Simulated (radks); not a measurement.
Q: Radial electron density D(r) = 4 pi r^2 rho(r) of an atom or ion with 18 electrons. Calculated with a radial shooting solver on a logarithmic mesh with Libxc functionals: Dirac Kohn-Sham, PBE, spin-unpolarised, spherical densities, finite nucleus; Fermi nuclear charge, rms radius of each element as measured or else 0.836 A^(1/3) + 0.57 fm.

r (bohr),D(r) (e/bohr)
0.0009349,2.866
0.00116,4.115
0.00144,5.868
0.001787,8.301
0.002218,11.62
0.002775,16.26
0.003444,22.13
0.004274,29.54
0.005305,38.50
0.006584,48.73
0.008237,59.89
0.01022,69.90
0.01269,77.46
0.01575,80.96
0.01954,79.80
0.02445,75.20
0.03035,71.51
0.03766,73.39
0.04674,82.68
0.05848,94.62
0.07258,96.91
0.09007,82.11
0.1118,56.53
0.1387,38.55
0.1736,38.67
0.2154,43.88
0.2674,36.23
0.3318,18.61
0.4118,5.482
0.5152,0.7730
0.6395,0.05213
0.7936,0.001337

What is the nuclear charge?

A: Z = 60. The innermost maximum, from 1s, lies near gamma/Z bohr with gamma = sqrt(1 - (Z/c)^2) = 0.899, here 0.015 bohr (found: 0.0165), and its height grows with Z. The density is that of the neodymium ion Nd42+ in [Ar]; the configuration itself is not fixed sharply by these data, and Z only to a few units. D(r) has 3 maxima, at r = 0.0165, 0.0675, 0.217 bohr, and minima at 0.0321, 0.154 bohr, inside which lie 2.03, 10.44 electrons.
